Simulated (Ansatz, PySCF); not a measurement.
Stretching the Sn1–H3 bond in H5NSn (SMILES [NH2][SnH3]) (multiplicity 1 held, fragments rigid). Energies count from the point at 1.709 Å.
Geometry at that point (charge 0, multiplicity 1):
```tsv
atom	x (Å)	y (Å)	z (Å)
Sn	-0.2822	0.0278	0.0238
N	1.7430	-0.1435	-0.2375
H	-0.9860	-1.0254	-1.1231
H	-0.6513	1.6659	-0.2925
H	-0.8107	-0.3950	1.6067
H	2.0810	-1.0886	-0.0975
H	2.2736	0.4597	0.3804
```

Restricted levels (R-, RO-) in cc, def2 and unpolarised 6-31G sets keep to the state of the molecule at rest. U- levels take the lowest unrestricted solution at each point, which mixes spins at long bonds. Curves can end on different states.

Cores are frozen in the correlated methods. Filled d and f shells under p-block atoms count as core. Rows in 3-21G carry no dispersion term and start afresh at each structure; the Pople sets are all-electron and without relativity.

The values were computed with Ansatz (a program for electronic structure); PySCF for 3-21G rows. Each number belongs to the level named beside it. In def2 rows elements past Kr take small-core potentials, without spin–orbit coupling.

Question: One of these levels gives 455.2 kJ/mol for the energy at R = 5.468 Å. Name it.
A) R-wB97X-V/def2-TZVPP
B) R-HF/3-21G
C) R-MP2/def2-TZVPP
D) U-B3LYP/def2-TZVPP

Answer: C, R-MP2/def2-TZVPP. The others give 698.7 (R-HF/3-21G), 329.9 (U-B3LYP/def2-TZVPP), 615.0 (R-wB97X-V/def2-TZVPP)

Doubts at one or more of the structures used: a restricted determinant that unrestricted orbitals would lower (R-HF/3-21G, R-wB97X-V/def2-TZVPP, R-MP2/def2-TZVPP); a spin-contaminated determinant (U-B3LYP/def2-TZVPP).
